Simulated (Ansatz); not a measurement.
`O[Si@H](Cl)[Si@@H](O)F`, charge 0, multiplicity 1.

Q: Give a relaxed structure at PBE0-D4/def2-TZVP (the Gaussian-basis code of Ansatz). (Best estimate.)

A: The calculation gave: 
Z-matrix (Å, degrees):
```
Si
F 1 1.600
Si 1 2.354 2 107.3
O 1 1.635 2 111.3 3 118.1
H 1 1.480 2 107.6 3 -126.3
O 3 1.638 1 113.7 2 -158.6
Cl 3 2.079 1 102.0 2 82.3
H 3 1.478 1 117.4 2 -34.8
H 4 0.961 1 116.8 2 -75.6
H 6 0.959 3 118.7 1 -50.5
```
This is one stationary point; other conformers may exist.
